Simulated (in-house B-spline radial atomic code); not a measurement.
The numbers below are computed, except where a source is named.
**Sb in electron gases of falling density**

A nucleus sits in a uniform electron gas with a rigid positive background. The Kohn-Sham equations are solved self-consistently in the spin-unpolarised LDA (PW92), non-relativistic, on B-splines with outgoing waves at the boundary and partial waves to l = 8. The model has no lattice, no bands and no magnetic solution. Atomic units; δ_l are the phase shifts at the Fermi level, counted so that each bound state adds π, and good to about 0.0005.

| r_s (bohr) | k_F | δ0/π | δ1/π | δ2/π | shallowest bound level (hartree) | σ_tr (bohr²) | Q (a.u.) |
| --- | --- | --- | --- | --- | --- | --- | --- |
| 1.5 | 1.2794 | 4.004 | 3.231 | 2.131 | s -0.0848 | 8.26 | 0.747 |
| 1.65 | 1.1631 | 4.072 | 3.285 | 2.145 | s -0.106 | 10.00 | 0.618 |
| 1.8 | 1.0662 | 4.130 | 3.330 | 2.150 | s -0.122 | 13.81 | 0.603 |
| 2 | 0.9596 | 4.197 | 3.381 | 2.146 | s -0.137 | 21.13 | 0.605 |
| 2.07 | 0.9271 | 4.218 | 3.397 | 2.143 | s -0.141 | 24.14 | 0.602 |
| 2.2 | 0.8723 | 4.254 | 3.425 | 2.135 | s -0.149 | 30.22 | 0.591 |
| 2.4 | 0.7996 | 4.305 | 3.462 | 2.120 | s -0.158 | 40.31 | 0.557 |
| 2.67 | 0.7188 | 4.363 | 3.505 | 2.098 | s -0.168 | 54.12 | 0.488 |
| 3 | 0.6397 | 4.420 | 3.548 | 2.072 | s -0.176 | 69.33 | 0.392 |
| 3.3 | 0.5816 | 4.462 | 3.579 | 2.051 | s -0.181 | 80.73 | 0.312 |
| 3.6 | 0.5331 | 4.494 | 3.604 | 2.033 | s -0.184 | 90.22 | 0.246 |
| 4 | 0.4798 | 4.525 | 3.629 | 2.014 | s -0.186 | 101.46 | 0.182 |

Q = n k_F σ_tr, with n = 3/(4π r_s³).

Problem. How does the screening charge move between partial waves as the gas thins?

Solution. By (2/π)(2l + 1) δ_l, at r_s = 1.5 it is s 8.01, p 19.38, d 21.31, f and beyond 2.30, and at r_s = 4 s 9.05, p 21.77, d 20.14, f and beyond 0.05. The free atom is [Kr] 4d10 5s2 5p3.

Problem. What end-to-end powers of r_s do the first and last rows give for σ_tr and Q?

Solution. σ_tr goes as r_s^+2.56 and Q as r_s^-1.44. Since n k_F/k_F² goes as r_s⁻², Q = 4π n Σ/k_F would fall as r_s⁻² at fixed phase shifts; the sum Σ (l + 1) sin²(δ_l − δ_(l+1)) is 1.076 in the first row and 1.859 in the last, and ranges from 1.08 to 2.26 between them, so these powers are no law.
